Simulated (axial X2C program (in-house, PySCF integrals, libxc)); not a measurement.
**GeC⁻: from the spin-free to the two-component result**

Computed with an axial X2C code built on PySCF integrals. Spin-free means the one-electron spin-free X2C Hamiltonian; two-component (2c) means X2C with spin–orbit coupling and atomic mean-field two-electron Coulomb and Gaunt terms, so the difference of the two also holds small scalar two-electron terms. Basis: Ge dyall-acv3z [10s10p8d5f1g], C dyall-av3z [8s7p3d2f] (cores contracted in-house); Gaussian nuclei, density fitting, unrestricted open shells. Masses: Ge 73.921 u, C 12.000 u.

Spin-free state: M_S = 1/2, Λ = 0 (beyond evenly filled blocks: σα); fragments Ge + C- for PBE0, TPSSh; Ge- + C for HF.

| level | Re (Å) | ωe (cm⁻¹) | De (eV) | μ (D) |
| --- | --- | --- | --- | --- |
| PBE0 | 1.740 | 890.2 | 4.490 | -3.56 |
| HF | 1.873 | 595.9 | 2.338 | -1.69 |
| TPSSh | 1.744 | 883.5 | 4.559 | -3.51 |

Dipoles are positive if C is the positive end and refer to the centre of mass.

Two-component determinant lowest at the distance of the search:

Ω = 1/2 (⟨Sz⟩ = 0.50, ⟨Lz⟩ = 0.00 at PBE0); fragments Ge + C- for PBE0, TPSSh; Ge- + C for HF.

```tsv
level	Re (Å)	ωe (cm⁻¹)	De (eV)	μ (D)
PBE0	1.740	890.1	n/a	-3.57
HF	1.873	595.6	2.336	-1.69
TPSSh	1.744	883.0	n/a	-3.52
```

(1) From the two tables, how do the constants change at the PBE0 level (2c against spin-free)?

The state is a single determinant with fixed occupations, the lowest that a limited PBE0 search found. De is counted from the lowest determinant-based energies of the atoms at the same level, without counterpoise correction. De is not given where an atomic determinant may have missed its ground term or J level, or where the truncated virtual space spoils (T). Density functionals use the spin component along the axis (collinear). PBE0 can misorder states that lie within some tenths of an eV, so this need not be the ground state of the molecule. The nearest other spin-free determinant of the search, M_S = 1/2, Λ = 1, lies 0.28 eV up at the distance of the search. The functionals have no current-density term, which raises determinants with orbital currents, atoms included. The highest occupied level of some functionals is positive through self-interaction error; at Hartree–Fock it is bound. The determinant is spin-polarised beyond a pure state at some levels (its spin-free form has ⟨S²⟩ too high), which makes Re and μ there less reliable. Hartree–Fock gets electron affinities wrong, so its lowest charge split need not be the true one.

Results:

(1) At the PBE0 level Re is unchanged within 0.001 Å and ωe is unchanged to within 0.2 cm⁻¹.
